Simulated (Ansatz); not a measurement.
Saddle point of GeH4O, singlet (GeH₄O ([OH2][GeH2]) → GeH₂O ([OH][GeH]) + H₂; bonds formed: H2–H4; dative contacts that become bonds: Ge1–O3; bonds broken: Ge1–H4, H2–O3), PBE0-D4/def2-TZVP structure:

```
6
angstrom
Ge -0.0964 0.4608 1.0618
H 0.3446 0.2019 -0.7119
O 0.0461 -1.0298 -0.2681
H 0.4316 1.1567 -0.5469
H -1.5843 0.7327 0.5805
H 0.8584 -1.5222 -0.1155
```

Energies are electronic, without zero-point energy. Barriers and step energies count from the start structure reached by relaxing down the imaginary mode; all methods use the PBE0-D4 structures, on which another method's saddle can fall below an end. Ansatz 0.2.0; basis: def2-TZVPP, with def2-QZVPP for the basis limit; cores frozen in the correlated methods. Filled d shells of the heavier atoms are correlated. The def2 sets are not built for correlating such inner shells, so the correlated values are less sure here. B3LYP uses VWN-RPA correlation. Extrapolation: Hartree–Fock as exp(−7.88 √X), correlation as X^−2.97.

| method | barrier (eV) | step energy (eV) |
| --- | --- | --- |
| SPW92 | ? | 0.049 |
| PBE-D4 | 0.754 | -0.138 |
| BLYP-D4 | 0.822 | -0.264 |
| r2SCAN-D4 | 0.866 | -0.099 |
| B97M-V | 1.022 | -0.051 |
| PBE0-D4 | 0.946 | -0.029 |
| B3LYP-D4 | 0.969 | -0.158 |
| r2SCAN0-D4 | 1.011 | -0.017 |
| BHLYP-D4 | 1.185 | -0.055 |
| CAM-B3LYP-D4 | ? | -0.103 |
| wB97X-V | 1.047 | -0.096 |
| wB97M-V | 1.049 | -0.080 |
| B2PLYP | 0.993 | -0.162 |
| PBE-QIDH | 1.042 | -0.029 |
| RPA on PBE | 1.013 | -0.144 |
| HF | 1.582 | -0.011 |
| MP2 | ? | -0.154 |
| CCSD | 1.164 | -0.065 |
| CCSD(T) | 1.068 | -0.101 |

Task: Fill in the withheld barriers. (Judge from chemistry; the value comes from the calculation.)

Result: By the calculation: SPW92 0.631; MP2 0.989; CAM-B3LYP-D4 1.024 eV. Each is the energy of the saddle less that of the start structure, by the same method.

For comparison, the barrier by CCSD(T) at an estimated basis limit (MP2 extrapolated from triple and quadruple zeta, plus CCSD(T) − MP2 in triple zeta) is 1.027 eV.

No T1 diagnostic of these runs exceeds 0.016.

Labels in which every atom is bracketed show which atoms are joined, not bond orders.

For scale, one of the runs: CCSD(T)/def2-TZVPP, 135 basis functions, launched by `ansatz run in.yaml --threads 2 --pin off --events-out ev --progress --plain --max-ram 4352MiB`. Time: 14 s of wall clock on 2 CPU threads of an Arm Neoverse V2; the host was shared. Peak host memory: 0.72 GiB.
